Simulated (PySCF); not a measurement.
First SCF of a structure search on quintet Zr3, at a hand-made linear chain geometry. PySCF input:

```python
from pyscf import gto, scf, dft
mol = gto.M(atom='''
Zr     0.000000     0.000000     0.000000
Zr     0.000000     0.000000     2.926000
Zr     0.000000     0.000000    -2.926000''',
    basis={'Zr': 'def2-TZVP'},
    ecp={'Zr': 'def2-TZVP'},
    charge=0, spin=4)
mf = dft.UKS(mol, xc='PBE0')
mf.grids.atom_grid = (50, 194)
aux = {'Zr': 'def2-universal-JKFIT'}
mf = mf.density_fit(auxbasis=aux)
mf.conv_tol = 1e-08
mf.diis_space = 10
mf.max_cycle = 60
mf.init_guess = 'minao'
mf.verbose = 4
mf.kernel()
```

Excerpt of the output (cycles alone); where DIIS stalls, ADIIS, DIIS with a small level shift and a second-order solver take over in turn:

```
init E= -124.600858293336
cycle= 1 E= -135.990743193696  delta_E= -11.4  |g|= 2.69  |ddm|= 5.34
cycle= 2 E= -96.8756144727486  delta_E= 39.1  |g|= 4.16  |ddm|= 5.85
cycle= 3 E= -135.422647975772  delta_E= -38.5  |g|= 2.51  |ddm|= 5.75
cycle= 4 E= -137.367054259397  delta_E= -1.94  |g|= 2.22  |ddm|= 1.51
cycle= 5 E= -135.527100895652  delta_E= 1.84  |g|= 2.72  |ddm|= 0.654
cycle= 6 E= -135.999627536628  delta_E= -0.473  |g|= 2.71  |ddm|= 0.758
cycle= 7 E= -135.816289989945  delta_E= 0.183  |g|= 2.77  |ddm|= 0.268
cycle= 8 E= -137.894669205561  delta_E= -2.08  |g|= 2.24  |ddm|= 0.746
cycle= 9 E= -136.93705283007  delta_E= 0.958  |g|= 2.48  |ddm|= 0.44
cycle= 10 E= -137.590818305019  delta_E= -0.654  |g|= 2.25  |ddm|= 0.555
cycle= 11 E= -137.552086276126  delta_E= 0.0387  |g|= 2.25  |ddm|= 0.189
cycle= 12 E= -135.660599132425  delta_E= 1.89  |g|=  2.7  |ddm|= 0.735
cycle= 13 E= -137.648165341026  delta_E= -1.99  |g|= 1.67  |ddm|= 3.81
... 38 lines left out ...
cycle= 52 E= -140.755088467306  delta_E= 1.52e-05  |g|= 0.0007  |ddm|= 0.0158
cycle= 53 E= -140.755063879745  delta_E= 2.46e-05  |g|= 0.000608  |ddm|= 0.0248
cycle= 54 E= -140.755067076949  delta_E= -3.2e-06  |g|= 0.000568  |ddm|= 0.0034
cycle= 55 E= -140.755057266779  delta_E= 9.81e-06  |g|= 0.000554  |ddm|= 0.0142
cycle= 56 E= -140.755064724211  delta_E= -7.46e-06  |g|= 0.000543  |ddm|= 0.00717
cycle= 57 E= -140.755068135268  delta_E= -3.41e-06  |g|= 0.000526  |ddm|= 0.00521
cycle= 58 E= -140.755070972247  delta_E= -2.84e-06  |g|= 0.000525  |ddm|= 0.0027
cycle= 59 E= -140.755077623331  delta_E= -6.65e-06  |g|= 0.000524  |ddm|= 0.00568
cycle= 60 E= -140.755080826205  delta_E= -3.2e-06  |g|= 0.000522  |ddm|= 0.00279
SCF not converged.
init E= -124.600858293336
cycle= 1 E= -135.990743193696  delta_E= -11.4  |g|= 2.69  |ddm|= 5.34
cycle= 2 E= -96.8756144727486  delta_E= 39.1  |g|= 4.16  |ddm|= 5.85
cycle= 3 E= -137.700871786991  delta_E= -40.8  |g|= 1.57  |ddm|= 5.91
cycle= 4 E= -140.596397099697  delta_E= -2.9  |g|= 0.477  |ddm|=  5.3
cycle= 5 E= -140.603652748842  delta_E= -0.00726  |g|= 0.494  |ddm|= 1.58
cycle= 6 E= -140.731473809835  delta_E= -0.128  |g|= 0.118  |ddm|= 0.841
cycle= 7 E= -140.491895905853  delta_E= 0.24  |g|= 0.596  |ddm|= 0.737
cycle= 8 E= -140.710382918534  delta_E= -0.218  |g|= 0.217  |ddm|= 0.391
cycle= 9 E= -140.744924121898  delta_E= -0.0345  |g|= 0.0226  |ddm|= 0.224
cycle= 10 E= -140.747300873998  delta_E= -0.00238  |g|= 0.0247  |ddm|= 0.124
cycle= 11 E= -140.747840525206  delta_E= -0.00054  |g|= 0.0493  |ddm|= 0.135
cycle= 12 E= -140.736951840365  delta_E= 0.0109  |g|= 0.136  |ddm|= 0.208
cycle= 13 E= -140.75086675018  delta_E= -0.0139  |g|= 0.0265  |ddm|= 0.134
cycle= 14 E= -140.745979579385  delta_E= 0.00489  |g|= 0.093  |ddm|= 0.157
cycle= 15 E= -140.752470926383  delta_E= -0.00649  |g|= 0.0133  |ddm|= 0.0983
cycle= 16 E= -140.753013730321  delta_E= -0.000543  |g|= 0.0225  |ddm|= 0.0678
cycle= 17 E= -140.748826183429  delta_E= 0.00419  |g|= 0.0823  |ddm|= 0.133
cycle= 18 E= -140.753784528922  delta_E= -0.00496  |g|= 0.0165  |ddm|= 0.0772
cycle= 19 E= -140.751466707393  delta_E= 0.00232  |g|= 0.0625  |ddm|= 0.0964
cycle= 20 E= -140.75433803188  delta_E= -0.00287  |g|= 0.0116  |ddm|= 0.0613
SCF not converged.
init E= -140.75433803188
cycle= 1 E= -140.754225045721  delta_E= 0.000113  |g|= 0.0223  |ddm|= 0.0436
cycle= 2 E= -140.752731234371  delta_E= 0.00149  |g|= 0.0536  |ddm|= 0.0901
cycle= 3 E= -140.754529086363  delta_E= -0.0018  |g|= 0.0174  |ddm|= 0.0479
cycle= 4 E= -140.754806379655  delta_E= -0.000277  |g|= 0.00591  |ddm|= 0.0181
cycle= 5 E= -140.754928194239  delta_E= -0.000122  |g|= 0.00399  |ddm|= 0.0163
cycle= 6 E= -140.755170704556  delta_E= -0.000243  |g|= 0.00296  |ddm|= 0.0411
cycle= 7 E= -140.755290760839  delta_E= -0.00012  |g|= 0.00225  |ddm|= 0.0253
cycle= 8 E= -140.755382109302  delta_E= -9.13e-05  |g|= 0.00198  |ddm|= 0.0235
cycle= 9 E= -140.755460523687  delta_E= -7.84e-05  |g|= 0.00191  |ddm|= 0.0247
cycle= 10 E= -140.755511632217  delta_E= -5.11e-05  |g|= 0.00169  |ddm|= 0.0201
cycle= 11 E= -140.755542107714  delta_E= -3.05e-05  |g|= 0.00151  |ddm|= 0.0143
cycle= 12 E= -140.755575953164  delta_E= -3.38e-05  |g|= 0.00155  |ddm|= 0.0196
cycle= 13 E= -140.755594711665  delta_E= -1.88e-05  |g|= 0.00104  |ddm|= 0.0122
cycle= 14 E= -140.755614208286  delta_E= -1.95e-05  |g|= 0.00153  |ddm|= 0.018
cycle= 15 E= -140.755625499139  delta_E= -1.13e-05  |g|= 0.000969  |ddm|= 0.0106
cycle= 16 E= -140.755635239067  delta_E= -9.74e-06  |g|= 0.00126  |ddm|= 0.0138
cycle= 17 E= -140.755641223994  delta_E= -5.98e-06  |g|= 0.000657  |ddm|= 0.00783
cycle= 18 E= -140.755645767492  delta_E= -4.54e-06  |g|= 0.000917  |ddm|= 0.00992
cycle= 19 E= -140.755648948078  delta_E= -3.18e-06  |g|= 0.000805  |ddm|= 0.00763
cycle= 20 E= -140.755650903193  delta_E= -1.96e-06  |g|= 0.000504  |ddm|= 0.00501
cycle= 21 E= -140.755652173688  delta_E= -1.27e-06  |g|= 0.000679  |ddm|= 0.00602
cycle= 22 E= -140.7556530122  delta_E= -8.39e-07  |g|= 0.000613  |ddm|= 0.00435
cycle= 23 E= -140.755653565405  delta_E= -5.53e-07  |g|= 0.000414  |ddm|= 0.00277
cycle= 24 E= -140.75565388686  delta_E= -3.21e-07  |g|= 0.00029  |ddm|= 0.00207
cycle= 25 E= -140.755654032672  delta_E= -1.46e-07  |g|= 0.000268  |ddm|= 0.00173
cycle= 26 E= -140.755654157466  delta_E= -1.25e-07  |g|= 0.000209  |ddm|= 0.00121
cycle= 27 E= -140.755654249424  delta_E= -9.2e-08  |g|= 0.00011  |ddm|= 0.000663
cycle= 28 E= -140.755654312247  delta_E= -6.28e-08  |g|= 5.75e-05  |ddm|= 0.000518
cycle= 29 E= -140.755654356238  delta_E= -4.4e-08  |g|= 4.48e-05  |ddm|= 0.000401
cycle= 30 E= -140.75565438927  delta_E= -3.3e-08  |g|= 4.26e-05  |ddm|= 0.000299
SCF not converged.
macro= 0  E= -140.755654573421  delta_E= -1.8415e-07  |g|= 4.2619e-05  1 KF 13 JK
macro= 1  E= -140.755654573421  delta_E= -6.25278e-13  |g|= 3.1727e-05  1 KF 2 JK
macro X = 2  E=-140.755654573421  |g|= 3.1727e-05  total 3 KF 18 JK
converged SCF energy = -140.755654573421  <S^2> = 6.3384747  2S+1 = 5.1336048
```

This is not the lowest solution: all starts ended here, but a stability analysis within the same unrestricted form found one 12.9 kJ/mol lower, at -140.76056 Eh.

With open d or f shells other occupations or spin states may lie lower.

The search for the lowest solution, 3 starts and the stability check together, took 78 s on 4 threads of a shared Arm Neoverse V1 host, with 120 basis functions; the process peaked at 0.48 GiB.
